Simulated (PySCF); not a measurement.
Molfile (atoms numbered from 1):
```
C6H9FSi
     RDKit          3D

 17 17  0  0  0  0  0  0  0  0999 V2000
   -2.3730    0.3061    0.2510 C   0  0  0  0  0  0  0  0  0  0  0  0
   -1.4407   -0.8033   -0.2428 C   0  0  0  0  0  0  0  0  0  0  0  0
   -0.0159   -0.3486   -0.2143 C   0  0  0  0  0  0  0  0  0  0  0  0
    0.7281    0.0173   -1.2684 C   0  0  0  0  0  0  0  0  0  0  0  0
    2.4419    0.5572   -0.7049 Si  0  0  0  0  0  4  0  0  0  0  0  0
    1.9457    0.2052    1.0754 C   0  0  0  0  0  0  0  0  0  0  0  0
    0.6884   -0.2367    1.0652 C   0  0  0  0  0  0  0  0  0  0  0  0
    0.0244   -0.6014    2.1847 F   0  0  0  0  0  0  0  0  0  0  0  0
   -2.1358    0.5763    1.2774 H   0  0  0  0  0  0  0  0  0  0  0  0
   -3.4077   -0.0272    0.2141 H   0  0  0  0  0  0  0  0  0  0  0  0
   -2.2694    1.1918   -0.3729 H   0  0  0  0  0  0  0  0  0  0  0  0
   -1.7122   -1.0849   -1.2622 H   0  0  0  0  0  0  0  0  0  0  0  0
   -1.5565   -1.6787    0.4016 H   0  0  0  0  0  0  0  0  0  0  0  0
    0.3362   -0.0166   -2.2713 H   0  0  0  0  0  0  0  0  0  0  0  0
    2.7158    1.9717   -0.9527 H   0  0  0  0  0  0  0  0  0  0  0  0
    3.5131   -0.3202   -1.1746 H   0  0  0  0  0  0  0  0  0  0  0  0
    2.5105    0.3039    1.9848 H   0  0  0  0  0  0  0  0  0  0  0  0
  1  2  1  0
  2  3  1  0
  3  4  2  0
  4  5  1  0
  5  6  1  0
  6  7  2  0
  7  8  1  0
  7  3  1  0
  1  9  1  0
  1 10  1  0
  1 11  1  0
  2 12  1  0
  2 13  1  0
  4 14  1  0
  5 15  1  0
  5 16  1  0
  6 17  1  0
M  END
```

PySCF calculation with NMR shieldings at PBE0/pcSseg-1/GIAO and geometry from GFN2-xTB; fast rotation and ring inversion assumed for equivalent nuclei, a single conformation, non-relativistic Hamiltonian, no solvent model.

List the cross peaks expected in HSQC, COSY and HMBC spectra.

Answers



HSQC (one-bond C–H):
| δH | δC |
| --- | --- |
| 5.90 (H14) | 128.5 (C4) |
| 5.13 (H17) | 100.7 (C6) |
| 2.53 (H12/H13) | 31.3 (C2) |
| 1.22 (H9/H10/H11) | 17.9 (C1) |

COSY cross peaks (H two or three bonds apart, from the bond graph; peaks can be absent where the dihedral angle is near 90°):
| δH | δH |
| --- | --- |
| 5.90 (H14) | 4.56 (H15/H16) |
| 5.13 (H17) | 4.56 (H15/H16) |
| 2.53 (H12/H13) | 1.22 (H9/H10/H11) |

HMBC (two and three bonds, from the bond graph):
| δH | δC |
| --- | --- |
| 5.90 (H14) | 180.8 (C7), 168.5 (C3), 100.7 (C6), 31.3 (C2) |
| 5.13 (H17) | 180.8 (C7), 168.5 (C3), 128.5 (C4) |
| 4.56 (H15/H16) | 180.8 (C7), 168.5 (C3), 128.5 (C4), 100.7 (C6) |
| 2.53 (H12/H13) | 180.8 (C7), 168.5 (C3), 128.5 (C4), 17.9 (C1) |
| 1.22 (H9/H10/H11) | 168.5 (C3), 31.3 (C2) |

Shifts are taken against calculated references (same method and geometry level): 1H (31.72 ppm) and 13C (186.93 ppm) against TMS.

Short H···H contacts in this conformer between protons four or more bonds apart (candidates for NOE cross peaks, intensity ∝ r⁻⁶): H12···H14 2.52 Å.

Shifts are as computed. Against solution values, carbons near 30 ppm lie about +3 ppm off and those near 130 ppm about +5 ppm. Of 1309 compounds with measured shifts, 239 miss one by over three times the rms of a fit or turn the order of signals round; such compounds aren't used in these exercises.
